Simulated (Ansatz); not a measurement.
Steps of a relaxation of BH$_{5}$OSiZn, SMILES `O[SiH2][BH][ZnH]` with RKS PBE-D4/def2-SVP.

```sh
$ ansatz run in.yaml --threads 4 --pin off --events-out ev --progress --plain --max-ram 10444MiB
```

```yaml
crystal:
  periodic: [false, false, false]
  atoms:
    - {symbol: O, position_ang: [-0.620700, 0.407100, -1.468800]}
    - {symbol: Si, position_ang: [0.533900, 0.873000, -0.336800]}
    - {symbol: B, position_ang: [0.366500, -0.279300, 1.202200]}
    - {symbol: Zn, position_ang: [0.710800, -2.224200, 0.781700]}
    - {symbol: H, position_ang: [-1.521300, 0.708400, -1.072000]}
    - {symbol: H, position_ang: [1.866100, 0.732400, -0.946500]}
    - {symbol: H, position_ang: [0.381300, 2.277500, 0.081700]}
    - {symbol: H, position_ang: [-0.558900, -0.282300, 1.842500]}
    - {symbol: H, position_ang: [-1.069200, -2.258900, -0.101200]}
basis:
  gaussian: {orbitals: def2-SVP}
hamiltonian: {xc: pbe, dispersion: d4}
relax: {f_tol: 0.03, max_steps: 200}
```

Positions (Å) and forces (eV/Å) along the path, 14 of 25 steps:

```xyz
9
step=1 energy=-59072.6598 eV
O    -0.621    0.407   -1.469   -2.174    0.945    0.464
Si    0.534    0.873   -0.337    0.535    0.022   -0.404
B     0.366   -0.279    1.202    1.583   -1.168   -0.801
Zn    0.711   -2.224    0.782   -1.316    0.364   -0.366
H    -1.521    0.708   -1.072    1.690   -0.869   -1.008
H     1.866    0.732   -0.947    0.427    0.028   -0.518
H     0.381    2.277    0.082   -0.071    0.813    0.169
H    -0.559   -0.282    1.843   -1.966   -0.052    1.907
H    -1.069   -2.259   -0.101    1.290   -0.082    0.558
9
step=3 energy=-59073.4795 eV
O    -0.614    0.573   -1.553   -0.641    0.072    0.550
Si    0.545    0.913   -0.354    0.108    0.325   -0.089
B     0.322   -0.316    1.218    0.164   -0.237    0.234
Zn    0.472   -2.239    0.757   -0.340    0.273   -0.128
H    -1.508    0.607   -1.126    0.513   -0.125   -0.480
H     1.867    0.773   -1.055   -0.006   -0.053   -0.013
H     0.444    2.357    0.106    0.059    0.027   -0.002
H    -0.541   -0.240    2.081    0.029    0.164   -0.020
H    -0.898   -2.475   -0.092    0.114   -0.446   -0.052
9
step=4 energy=-59073.6480 eV
O    -0.609    0.596   -1.547   -0.445   -0.017    0.654
Si    0.552    0.948   -0.344    0.199    0.377    0.044
B     0.347   -0.295    1.246   -0.210   -0.074    0.165
Zn    0.389   -2.205    0.728   -0.486    0.064   -0.279
H    -1.505    0.580   -1.133    0.382   -0.045   -0.381
H     1.865    0.781   -1.067   -0.066   -0.013    0.071
H     0.469    2.402    0.112    0.030   -0.079   -0.117
H    -0.519   -0.184    2.126    0.320    0.231   -0.206
H    -0.900   -2.668   -0.137    0.276   -0.444    0.048
9
step=9 energy=-59074.4832 eV
O    -0.609    0.505   -1.349   -0.527    0.213    0.122
Si    0.618    1.042   -0.262   -0.055   -0.022   -0.001
B     0.154   -0.242    1.201   -0.001    0.132    0.382
Zn   -0.158   -2.117    0.376   -0.206   -0.130    0.138
H    -1.502    0.841   -1.107    0.443   -0.137   -0.182
H     1.917    0.795   -0.976    0.060   -0.017    0.017
H     0.484    2.535   -0.041    0.003   -0.012   -0.039
H    -0.237    0.137    2.320    0.124   -0.240   -0.432
H    -0.578   -3.542   -0.179    0.158    0.212   -0.006
9
step=11 energy=-59074.4583 eV rejected
O    -0.703    0.544   -1.366   -0.473    0.358   -0.113
Si    0.538    1.001   -0.301    0.881   -0.235    0.505
B     0.110   -0.249    1.209   -0.090   -0.214   -0.168
Zn   -0.175   -2.154    0.468    0.069   -0.032    0.091
H    -1.462    1.140   -1.246   -0.260   -0.082   -0.176
H     1.805    0.701   -1.064    0.064    0.010    0.157
H     0.578    2.462    0.082   -0.215    0.158   -0.319
H    -0.249    0.103    2.318    0.053    0.054    0.056
H    -0.353   -3.594   -0.117   -0.028   -0.017   -0.033
9
step=13 energy=-59074.5320 eV
O    -0.716    0.605   -1.374   -0.203    0.173    0.044
Si    0.544    1.003   -0.278   -0.007   -0.013    0.020
B     0.104   -0.271    1.208   -0.005    0.005    0.018
Zn   -0.165   -2.180    0.473   -0.009    0.001    0.005
H    -1.503    1.177   -1.265    0.193   -0.147   -0.064
H     1.847    0.669   -0.960    0.011    0.005    0.004
H     0.529    2.499   -0.041   -0.010   -0.007   -0.009
H    -0.187    0.066    2.346    0.028   -0.012   -0.021
H    -0.363   -3.614   -0.126    0.001   -0.005    0.003
9
step=14 energy=-59074.5360 eV
O    -0.719    0.605   -1.394   -0.192    0.221    0.028
Si    0.519    1.003   -0.277    0.002   -0.064    0.022
B     0.097   -0.280    1.209    0.075   -0.006    0.046
Zn   -0.180   -2.192    0.484   -0.027    0.021    0.008
H    -1.477    1.219   -1.344    0.139   -0.142   -0.062
H     1.832    0.689   -0.951    0.033   -0.002    0.046
H     0.500    2.495   -0.012   -0.040    0.007   -0.039
H    -0.114    0.045    2.368    0.012   -0.008   -0.043
H    -0.369   -3.630   -0.101   -0.002   -0.027   -0.007
9
step=16 energy=-59074.5532 eV
O    -0.717    0.593   -1.453   -0.602    0.754   -0.065
Si    0.439    1.012   -0.263   -0.137   -0.139    0.013
B     0.110   -0.307    1.220    0.254    0.086    0.337
Zn   -0.237   -2.216    0.510   -0.059    0.039    0.018
H    -1.394    1.304   -1.593    0.612   -0.637    0.057
H     1.814    0.760   -0.847    0.027    0.013    0.087
H     0.346    2.497    0.032   -0.044   -0.022   -0.049
H     0.173   -0.030    2.426   -0.044   -0.071   -0.387
H    -0.445   -3.660   -0.051   -0.008   -0.022   -0.010
9
step=18 energy=-59074.6309 eV
O    -0.680    0.622   -1.557   -0.138    0.140    0.014
Si    0.335    1.017   -0.251    0.009    0.158    0.062
B     0.221   -0.369    1.179    0.025   -0.049    0.010
Zn   -0.294   -2.271    0.574   -0.027   -0.082   -0.002
H    -1.219    1.376   -1.867    0.192   -0.189    0.017
H     1.803    0.966   -0.675   -0.100    0.002    0.025
H     0.046    2.455    0.144    0.022   -0.049   -0.024
H     0.540   -0.123    2.335    0.018    0.033   -0.104
H    -0.663   -3.720    0.100    0.000    0.036    0.003
9
step=19 energy=-59074.6446 eV
O    -0.687    0.621   -1.550   -0.591    0.819   -0.508
Si    0.272    1.044   -0.220    0.167   -0.025    0.101
B     0.258   -0.407    1.155    0.007    0.123    0.067
Zn   -0.317   -2.313    0.607    0.008   -0.040   -0.060
H    -1.092    1.405   -2.012    0.491   -0.852    0.436
H     1.755    1.040   -0.605   -0.080    0.039    0.041
H    -0.063    2.471    0.186    0.025   -0.113    0.025
H     0.709   -0.153    2.268   -0.034   -0.014   -0.137
H    -0.747   -3.754    0.154    0.008    0.063    0.036
9
step=20 energy=-59074.6612 eV
O    -0.730    0.615   -1.532   -0.215    0.591   -0.257
Si    0.256    1.036   -0.212    0.045    0.137   -0.036
B     0.251   -0.398    1.165    0.157   -0.053    0.041
Zn   -0.315   -2.302    0.595   -0.061   -0.034    0.029
H    -1.029    1.392   -2.065    0.275   -0.605    0.361
H     1.742    1.055   -0.603   -0.147   -0.002    0.030
H    -0.081    2.455    0.219    0.025   -0.097   -0.018
H     0.757   -0.155    2.258   -0.115   -0.005   -0.156
H    -0.762   -3.744    0.158    0.035    0.069    0.006
9
step=23 energy=-59074.6836 eV
O    -0.808    0.580   -1.404   -0.042   -0.062   -0.063
Si    0.254    1.064   -0.177    0.028    0.095    0.051
B     0.297   -0.386    1.186   -0.012   -0.023   -0.014
Zn   -0.335   -2.249    0.559    0.004    0.034    0.030
H    -0.915    1.178   -2.164    0.046    0.029    0.068
H     1.700    1.120   -0.667   -0.035    0.003    0.001
H    -0.079    2.471    0.292    0.004   -0.066   -0.045
H     0.779   -0.167    2.285    0.016    0.010   -0.008
H    -0.807   -3.657    0.072   -0.011   -0.021   -0.020
9
step=24 energy=-59074.6866 eV
O    -0.774    0.557   -1.431   -0.002    0.024    0.006
Si    0.254    1.061   -0.178   -0.006   -0.065   -0.013
B     0.308   -0.392    1.180   -0.001    0.002    0.016
Zn   -0.345   -2.252    0.571    0.002   -0.003   -0.003
H    -0.909    1.209   -2.142    0.005   -0.007   -0.007
H     1.703    1.143   -0.647   -0.001    0.028   -0.001
H    -0.126    2.453    0.279    0.005    0.016    0.001
H     0.813   -0.167    2.267    0.003    0.000    0.000
H    -0.835   -3.657    0.083   -0.003    0.005    0.001
9
step=25 energy=-59074.6872 eV
O    -0.773    0.552   -1.432    0.010   -0.006    0.016
Si    0.253    1.056   -0.177    0.001    0.020   -0.005
B     0.319   -0.394    1.185   -0.012   -0.014   -0.029
Zn   -0.350   -2.248    0.574   -0.006   -0.011    0.000
H    -0.887    1.194   -2.154    0.000   -0.006    0.004
H     1.697    1.172   -0.655   -0.005    0.005    0.006
H    -0.144    2.441    0.292    0.004   -0.003    0.000
H     0.830   -0.174    2.269    0.008    0.014    0.007
H    -0.855   -3.646    0.082   -0.001    0.002    0.001
```

Run time 26 s (4 threads of an Arm Neoverse V2 on a shared host); peak host memory 0.16 GiB.
